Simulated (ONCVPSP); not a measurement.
**Varying the ONCV potential for Cs**

Base potential:

ONCVPSP 4.0.1 input, shortened (lines: element, Z, core and valence counts, functional; n l f; lmax; l rc ep ncon nbas qcut; lloc lpopt rc5 dvloc0; l nproj debl; icmod fcfact rcfact), LDA (Perdew-Wang 92), scalar-relativistic:

```
  Cs 55.00    9    2  -001012      upf
    1    0    2.00
    2    0    2.00
    2    1    6.00
    3    0    2.00
    3    1    6.00
    3    2   10.00
    4    0    2.00
    4    1    6.00
    4    2   10.00
    5    0    2.00
    5    1    6.00
    2
    0    2.00    0.00    4    7    2.90
    1    2.85    0.00    5   10    5.90
    2    2.20    0.16    4    7    4.50
    4    3    1.95    0.00
    0    2    3.80
    1    1    1.40
    2    3    1.80
    3    4.75    1.35
```

In the d channel the program set the typed energies aside and used 0.050, 1.850, 3.650 Ha.

Cutoffs, loose and tight: the cutoffs (Ha) at which the residual kinetic energy of the hardest occupied pseudo-wave falls to 1 and 0.1 mHa per electron. They do not see the model core or the augmentation charge, which bear on the density cutoff. Test errors are all-electron minus pseudo excitation energies from the reference, over the configurations 5s2 5p6 6s1; 5s2 5p6 6s0.5; 5s2 5p6 6p1; 5s2 5p5 6s1. A dash means not determined; rows that change the core or the reference have their own tests.

A true bound ghost makes a file unfit for plane-wave use even where its test errors are small: the radial tests pick states by their node count and pass the ghost by.

```csv
change,outcome,"cutoff, loose","cutoff, tight",bound ghosts,GHOST(+) flags above zero,largest test error (meV)
base,"generated, projector energies reset by the program",28 Ha,33 Ha,d,"s, d",+7.0
"core correction Teter function, fcfact 4.75, rcfact 0.96","generated, projector energies reset by the program",28 Ha,33 Ha,d,"s, d",+7.0
"core correction Teter function, fcfact 4.75, rcfact 1.04","generated, projector energies reset by the program",28 Ha,33 Ha,d,"s, d",+7.0
"core correction Teter function, fcfact 4.75, rcfact 1.16","generated, projector energies reset by the program",28 Ha,33 Ha,d,"s, d",+7.0
"core correction Teter function, fcfact 4.75, rcfact 1.3","generated, projector energies reset by the program",28 Ha,33 Ha,d,"s, d",+7.0
"core correction Teter function, fcfact 4.75, rcfact 1.54","generated, projector energies reset by the program",28 Ha,33 Ha,d,"s, d",-16
"core correction Teter function, fcfact 4.75, rcfact 1.72","generated, projector energies reset by the program",28 Ha,33 Ha,d,"s, d",-33
"core correction Teter function, fcfact 4.75, rcfact 1.82","generated, projector energies reset by the program",28 Ha,33 Ha,d,"s, d",-43
"core correction Teter function, fcfact 4.75, rcfact 1.92","generated, projector energies reset by the program",28 Ha,33 Ha,d,"s, d",-54
"core correction Teter function, fcfact 4.75, rcfact 2.02","generated, projector energies reset by the program",28 Ha,33 Ha,d,"s, d",-65
```

Problem. What comes out with this change to the base: core correction Teter function, fcfact 4.75, rcfact 1.44?

Solution. outcome: generated, projector energies reset by the program; cutoff, loose: 28 Ha; cutoff, tight: 33 Ha; bound ghosts: d; GHOST(+) flags above zero: s, d; largest test error (meV): -8.2.

Reading the sweep of the rcfact (base included, trends over the rows without a ghost): Bound ghosts are found at 0.96, 1.04, 1.16, 1.3, 1.35, 1.44, 1.54, 1.72, 1.82, 1.92, 2.02. Every judged row has one, so this setting neither creates nor removes them.
